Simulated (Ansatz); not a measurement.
`C[O][SnH]([F])[Cl]` + CH₃SH → `C[S][SnH]([F])[Cl]` + CH₃OH at 600 K and 1 bar (ligand exchange at the Sn–O bond).

Isolated molecules relaxed with PBE0-D4/def2-TZVP in Ansatz; ΔE leaves out vibrations. CBS: MP2 limit from def2 TZ/QZ plus the TZ coupled-cluster correction, frozen cores. This one scheme is used for every species. Elements past krypton have def2 core potentials. For Sn outer-core shells are correlated without core-valence functions, which leaves a few kJ/mol of doubt a bond. Each species was taken in one conformer, which may not be the lowest.

| species | CCSD(T)/CBS energy (Eh) | H − E (kJ/mol) | S (J/(mol·K)) |
| --- | --- | --- | --- |
| `C[O][SnH]([F])[Cl]` | -889.30712 | 197.9 | 471.3 |
| CH₃SH | -438.22835 | 152.3 | 296.8 |
| `C[S][SnH]([F])[Cl]` | -1211.93328 | 194.3 | 489.0 |
| CH₃OH | -115.61712 | 163.6 | 277.3 |

H − E and S are ideal-gas, rigid-rotor, harmonic terms from PBE0-D4/def2-TZVP, for one conformer and one mirror image of each species. 1 Eh = 2625.50 kJ/mol, R = 8.31446 J/(mol·K).

Q: By hand: ΔE, ΔH, ΔS and ΔG.

A: ΔE = (-1211.93328) + (-115.61712) − (-889.30712) − (-438.22835) = -0.01493 Eh = -39.2 kJ/mol. Δ(H − E) = 194.3 + 163.6 − 197.9 − 152.3 = 7.7, so ΔH = -31.5 kJ/mol. ΔS = 489.0 + 277.3 − 471.3 − 296.8 = -1.8 J/(mol·K). ΔG = -31.5 − 600 × (-1.8)/1000 = -30.4 kJ/mol.

Q: By hand: the equilibrium constant, and the temperature at which ΔG would vanish if ΔH and ΔS stayed fixed.

A: log₁₀ K = −ΔG/(RT ln 10) = 2.6. ΔG = 0 at ΔH/ΔS = 17500 K, far beyond where these terms or the molecules hold.

The number of gas molecules stays the same, so ΔS is small and ΔH decides. A doubt of 5 kJ/mol in ΔE shifts log₁₀ K by 0.4 here. Other conformers and mirror images would add mixing entropy, several J/(mol·K) or more a flexible species. Modes under 60 cm⁻¹, often nearly free rotors, make the harmonic entropy too high. These are equilibria of isolated gas molecules and say nothing of rates. Largest T1 diagnostic: 0.014 (customary marks: 0.02 for closed shells, 0.045 for open ones).
